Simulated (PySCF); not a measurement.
## Polarisability and C₆ of Hf²⁺ (hafnium, charge +2)

[Xe] 4f14 5d1 6s1, high-spin 3D determinant (an excited configuration). All numbers are calculated (PySCF 2.14, scalar relativity through the core potential, in aug-cc-pwCVTZ-PP with ECP60MDF). Coupled (time-dependent) response in atomic units; α is the mean over directions.

```csv
method,mean α (bohr³),"α xx, yy, zz",C₆ (like pair),S(−4)
PBE0,30.80,"31.48, 31.48, 29.43",198.5,557.7
```

S(−4) is the Cauchy moment in α(ω) = α(0) + S(−4) ω² + …

Spin-orbit coupling is absent.

α(iu) at PBE0:

```json
{"u (hartree)": "0", "α(iu) (bohr³)": "30.80"}
{"u (hartree)": "0.0500", "α(iu) (bohr³)": "29.47"}
{"u (hartree)": "0.100", "α(iu) (bohr³)": "26.20"}
{"u (hartree)": "0.200", "α(iu) (bohr³)": "18.70"}
{"u (hartree)": "0.300", "α(iu) (bohr³)": "13.38"}
{"u (hartree)": "0.500", "α(iu) (bohr³)": "8.043"}
{"u (hartree)": "0.750", "α(iu) (bohr³)": "5.273"}
{"u (hartree)": "1.00", "α(iu) (bohr³)": "3.883"}
{"u (hartree)": "1.50", "α(iu) (bohr³)": "2.437"}
{"u (hartree)": "2.00", "α(iu) (bohr³)": "1.675"}
{"u (hartree)": "3.00", "α(iu) (bohr³)": "0.9146"}
{"u (hartree)": "5.00", "α(iu) (bohr³)": "0.3821"}
```

A single London oscillator, α(iu) = α/(1 + u²/ω²), gives C₆ = (3/4) ω α². Matching the computed C₆ needs ω = 4 × 198.5 / (3 × 30.80²) = 0.279 hartree.

For an ion, C₆ is the dispersion term alone; charge-induced terms of lower order in 1/R come first.

The components differ because the open shell of this determinant is not spherical; for a pure term their mean is the scalar polarisability.

Energies and moments cover only the electrons outside the core potential. Spin-orbit coupling, absent here, splits the open shell strongly.
